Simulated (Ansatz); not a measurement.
Relaxation of BCl$_{2}$FH$_{2}$ (6 atoms, charge 0, multiplicity 1), to a largest force component of 0.03 eV/Å in at most 50 steps.

Computed with RKS B3LYP-D4/cc-pVDZ in Ansatz 0.2.0.

```xyz
6
Properties=species:S:1:pos:R:3
B 0.002 0.274 0.003
F 0.004 0.495 1.309
Cl 1.532 0.219 -0.861
Cl -1.531 0.145 -0.849
H 0.046 -2.021 0.694
H 0.059 -1.636 1.298
```

Question: Where does it end, and by what steps?

Answer: The forces met the threshold. The force dipped under the threshold on the way, but the program's further checks kept it going. After 12 steps the energy has fallen by 0.174 eV; H5 moved furthest, 0.47 Å.

| step | energy less start (eV) | largest force component (eV/Å) | accepted |
| --- | --- | --- | --- |
| 0 | 0.0000 | 1.464 | yes |
| 1 | -0.1168 | 0.642 | yes |
| 2 | -0.0643 | 1.968 | no |
| 3 | -0.1472 | 0.465 | yes |
| 4 | -0.1607 | 0.310 | yes |
| 5 | -0.1716 | 0.028 | yes |
| 6 | -0.1726 | 0.038 | yes |
| 7 | -0.1730 | 0.064 | yes |
| 8 | -0.1731 | 0.055 | yes |
| 9 | -0.1732 | 0.040 | yes |
| 10 | -0.1723 | 0.126 | no |
| 11 | -0.1733 | 0.028 | yes |
| 12 | -0.1735 | 0.014 | yes |

```xyz
6
Properties=species:S:1:pos:R:3
B -0.004 0.516 -0.087
F -0.004 0.780 1.211
Cl 1.529 0.386 -0.934
Cl -1.536 0.315 -0.920
H 0.063 -2.465 0.840
H 0.064 -2.058 1.484
```

Whether the end is a true minimum wasn't checked by a vibrational analysis.

Time of the run: 21 s on 1 thread of Intel(R) Xeon(R) 6975P-C (Granite Rapids) (shared host), peak memory 0.17 GiB.
